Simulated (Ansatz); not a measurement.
(1) Predict a relaxed structure of Ru(P5)2 (P₁₀Ru), charge 0, singlet, at PBE0-D4/def2-SVP (Ansatz).

## Answers

(1) 
```xyz
11

Ru    0.0001    0.0002   -0.0002
P     2.3310    0.4910    0.7633
P     1.5720   -1.4256    1.3240
P     0.7526   -2.3481   -0.4207
P     1.0057   -1.0019   -2.0598
P     1.9827    0.7517   -1.3284
P    -2.2997   -0.9386    0.2946
P    -1.4734    0.0112    2.0217
P    -0.7204    1.9208    1.4306
P    -1.0896    2.1538   -0.6608
P    -2.0609    0.3854   -1.3642
```
The metal has 10 neighbours: P 2.50 Å, P 2.50 Å, P 2.50 Å, P 2.50 Å, P 2.50 Å, P 2.50 Å, P 2.50 Å, P 2.50 Å, P 2.50 Å, P 2.50 Å. This is one stationary point.

In the def2 sets Ru takes a core potential; there is no spin–orbit coupling. The relaxation made no stability test and no search for a lower SCF solution.
